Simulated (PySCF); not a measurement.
Be(Br)(SH) (BeBrHS), SMILES [Be]([Br])[SH]. Heavy atoms are numbered as in [Be:1]([Br:2])[SH:3]. Hydrogens are named by the atom that carries them.

Geometry optimised at PBE0-D3(BJ)/def2-TZVP. One conformer was computed; it need not be the lowest.

Computed with r2SCAN/def2-TZVPD (PySCF).

Mulliken values depend strongly on the basis, most of all with diffuse functions as here. Atomic charges (e), one atom of each kind:

```csv
atom,Mulliken,IAO
Be1,0.18,?
Br2,-0.11,?
S3 (SH),-0.28,?
H on S3,0.21,?
```

Problem. Fill in the missing entries. (Estimate from the structure and the level; the computed values follow.)

Solution. 
- Be1, IAO: 1.44
- Br2, IAO: -0.74
- S3 (SH), IAO: -0.82
- H on S3, IAO: 0.11
